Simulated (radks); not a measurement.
Values are calculated unless marked as measured or tabulated.
Ba III, configuration [Xe].

Level of theory: scalar-relativistic Kohn-Sham, LDA (Slater exchange, Perdew-Wang correlation), spin-polarised, spherical densities, finite nucleus; Fermi nuclear charge, rms radius 4.8378 fm; hard spherical wall at 10 bohr (a radial shooting solver on a logarithmic mesh with Libxc functionals).

Energy parts (hartree):
part                       energy
total                  -8128.4015
kinetic                 8578.0533
electron-nucleus      -19648.7621
Hartree                 3133.1829
exchange-correlation    -190.8756

Orbitals (lengths in bohr, moments of r in powers of bohr):
orbital  occ.  eigenvalue (hartree)      <r^2>
1s          2             -1368.168  0.0008899
2s          2             -216.6881    0.01423
2p          6             -194.4716    0.01130
3s          2             -46.08878    0.09768
3p          6             -38.96368    0.09766
3d         10             -28.58178    0.08399
4s          2              -9.40235     0.5132
4p          6              -7.10102     0.5832
4d         10              -3.75764     0.7453
5s          2              -1.69862      2.979
5p          6              -1.14193      4.050
5d          0              -0.47851      8.856
6s          0              -0.45383      16.48
4f          0              -0.39115      2.982

The highest occupied level is 5p at -31.073 eV. The density falls to 0.001 e/bohr^3 at r = 3.74 bohr.
